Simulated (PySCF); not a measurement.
Identify the unknown among the candidates.

All candidates are C6H8F2Si.

| technique | computed result |
| --- | --- |
| NMR, other nuclei | isotropic shieldings of nuclei other than C and H, by class: 328 (1 F), 351 (1 F), 412 (1 Si) ppm [GIAO PBE0/pcSseg-1] |
| 13C NMR | chemical shifts (computed TMS as zero) by class: 163.9 (1 C), 149.7 (1 C), 88.1 (1 C), 77.9 (1 C), 19.0 (1 C), 4.9 (1 C) ppm [GIAO PBE0/pcSseg-1] |
| Dipole | 0.96 D [PBE0/pcSseg-1] |
| 1H NMR | chemical shifts (computed TMS as zero) by class: 7.47 (1 H), 4.08 (3 H), 3.02 (1 H), 2.05 (3 H) ppm [GIAO PBE0/pcSseg-1] |
| Rotational structure | rotational constants A, B, C: 1.541, 0.945, 0.742 GHz [GFN2-xTB] |

Gas-phase values; electronic properties from PySCF, density fitting. Levels stand in brackets. Isolated species at its GFN2-xTB geometry (one conformer only). NMR classes are plain means over equivalent atoms (diastereotopic ones count apart unless rotation or inversion swaps them), as if these changed places fast.

Problem. Which candidate is it?
A. `C#C[C@@H]1C[SiH2][C@@H](F)[C@@H]1F`
B. `CC#C[C@@H]([SiH3])/C(F)=C\F`
C. `CC#C[Si@@H](F)C/C=C\F`
D. `FC1=CC[C@](F)([SiH3])C=C1`
E. `C#C[SiH2]/C(CF)=C(/C)F`

Solution. B. It is `CC#C[C@@H]([SiH3])/C(F)=C\F`. Numbering: `[CH3:1][C:2]#[C:3][C@@H:4]([SiH3:5])/[C:6]([F:7])=[CH:8]\[F:9]`. Its formula, C6H8F2Si, gives 3 degrees of unsaturation: 0 rings and 3 π bonds in the structure found. 6 carbons fall into 6 classes; from least to most shielded: vinylic C–F carbon [C6] (163.9 ppm), vinylic C–F carbon [C8] (149.7 ppm), alkyne carbon [C2] (88.1 ppm), alkyne carbon [C3] (77.9 ppm), sp3 carbon bound to silicon [C4] (19.0 ppm), propargylic carbon [C1] (4.9 ppm). Hydrogen classes from least to most shielded: 1 H on a vinylic C–F carbon, C8 (7.47 ppm), 3 H on an SiH3 silicon, Si5 (4.08 ppm), 1 H on an sp3 carbon bound to silicon, C4 (3.02 ppm), 3 H on a propargylic carbon, C1 (2.05 ppm). The other shieldings belong to: 328 ppm, vinyl fluorine [F7]; 351 ppm, vinyl fluorine [F9]; 412 ppm, SiH3 silicon [Si5]. The optimised geometry has point group C1 and is an asymmetric top.

The others, at the same levels:
- `C#C[SiH2]/C(CF)=C(/C)F` fails: its computed 13C shifts are 183.6 (1 C), 108.3 (1 C), 104.2 (1 C), 85.7 (1 C), 82.7 (1 C), 20.9 (1 C) ppm, 1H shifts are 5.41 (2 H), 4.93 (2 H), 2.28 (3 H), 1.84 (1 H) ppm and rotational constant A is 1.838 GHz (against 1.541 GHz).
- `FC1=CC[C@](F)([SiH3])C=C1` fails: its computed 13C shifts are 166.5 (1 C), 134.4 (1 C), 132.1 (1 C), 109.9 (1 C), 85.8 (1 C), 36.4 (1 C) ppm, 1H shifts are 6.51 (1 H), 6.32 (1 H), 5.67 (1 H), 3.99 (3 H), 3.22 (1 H), 2.80 (1 H) ppm and rotational constant A is 3.085 GHz (against 1.541 GHz).
- `CC#C[Si@@H](F)C/C=C\F` fails: its computed 13C shifts are 158.3 (1 C), 114.5 (1 C), 111.4 (1 C), 83.1 (1 C), 18.6 (1 C), 5.7 (1 C) ppm, 1H shifts are 6.96 (1 H), 5.22 (1 H), 5.15 (1 H), 2.13 (1 H), 2.10 (3 H), 1.62 (1 H) ppm and rotational constant A is 1.253 GHz (against 1.541 GHz).
- `C#C[C@@H]1C[SiH2][C@@H](F)[C@@H]1F` fails: its computed 13C shifts are 101.6 (1 C), 92.4 (1 C), 88.4 (1 C), 78.3 (1 C), 36.4 (1 C), 13.6 (1 C) ppm, 1H shifts are 5.28 (1 H), 5.22 (1 H), 4.43 (1 H), 4.32 (1 H), 2.79 (1 H), 1.69 (1 H), 1.51 (1 H), 1.40 (1 H) ppm and rotational constant A is 2.178 GHz (against 1.541 GHz).

Each candidate is one conformer, not necessarily the lowest. Dipoles, sizes and rotational constants follow the conformer. The torsions of the flexible species, by atom-mapped SMILES:
- `[CH3:1][C:2]#[C:3][C@@H:4]([SiH3:5])/[C:6]([F:7])=[CH:8]\[F:9]`: C3–C4–C6–F7 146°
- `[CH:1]#[C:2][SiH2:3]/[C:4]([CH2:5][F:6])=[C:7](/[CH3:8])[F:9]`: C2–Si3–C4–C5 -41°, Si3–C4–C5–F6 -127°
- `[CH3:1][C:2]#[C:3][Si@@H:4]([F:5])[CH2:6]/[CH:7]=[CH:8]\[F:9]`: C3–Si4–C6–C7 -55°, Si4–C6–C7–C8 96°

The conformers of `C#C[C@@H]1C[SiH2][C@@H](F)[C@@H]1F` aren't listed.
